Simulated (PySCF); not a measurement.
# Computed data sheet: `Cc1ccc(F)cc1`

Compound: C7H7F.
Z-matrix (Å and degrees, GFN2-xTB geometry), rows numbered from 1:
```
C 
C   1  1.4985
C   2  1.3899  1  120.61
C   3  1.3831  2  121.08  1  -179.07
C   4  1.3822  3  118.67  2     0.14
F   5  1.3519  4  119.13  3  -179.89
C   5  1.3822  4  121.73  3     0.05
C   7  1.3831  5  118.67  4    -0.12
H   1  1.0872  2  110.91  3   -30.00
H   1  1.0904  2  109.98  3    89.38
H   1  1.0872  2  110.95  3  -151.25
H   3  1.0802  2  119.53  1     0.94
H   4  1.0786  3  121.42  2  -179.84
H   7  1.0786  5  119.89  4   179.89
H   8  1.0802  2  119.52  1    -1.05
```

Among its groups: benzene ring and C–F bond.

**GFN2-xTB geometry**

```
Point group of the GFN2-xTB geometry                  : Cs
Rotational constants A, B, C of the GFN2-xTB geometry : 5.566, 1.445, 1.156 GHz
```

From PBE0/pcSseg-1 ground state and GIAO shieldings, non-relativistic (PySCF):

```
Dipole moment                                               : 2.00 D
HOMO energy                                                 : -6.95 eV
LUMO energy                                                 : -0.45 eV
HOMO–LUMO gap                                               : 6.50 eV
Lowest Hirshfeld atomic charge                              : -0.12 e on C1
Highest Hirshfeld atomic charge                             : +0.08 e on C5
13C chemical shifts (computed TMS as zero) by class         : 171.1 (C5), 138.4 (C2), 135.7 (C3/C8), 121.2 (C4/C7), 23.4 (C1) ppm
1H chemical shifts (computed TMS as zero) by class          : 7.46 (H12/H15), 7.27 (H13/H14), 2.47 (H9/H10/H11) ppm
Isotropic shieldings of nuclei other than C and H, by class : 292 (F6) ppm
Mayer bond orders between heavy atoms                       : C1–C2 1.07, C2–C3 1.41, C3–C4 1.42, C4–C5 1.43, C5–F6 0.89, C5–C7 1.43, C7–C8 1.42, C8–C2 1.41
```

Monoisotopic mass (most abundant isotopes): 110.0532 u.

The rotational constants make it an asymmetric top with κ = (2B − A − C)/(A − C) = -0.87, nearer the prolate limit (−1). The dipole matches unit charges of opposite sign 0.42 Å apart (1 e·Å = 4.8032 D). With B = h/(8π²I), that is 505.379 GHz u Å² over I, the principal moments of inertia are 90.8, 349.6 and 437.3 u Å² (most abundant isotopes).

Geometry: GFN2-xTB; no solvent or vibrations. NMR classes are plain means over equivalent atoms (diastereotopic ones count apart unless rotation or inversion swaps them), as if these changed places fast; in this geometry the members of some classes differ.
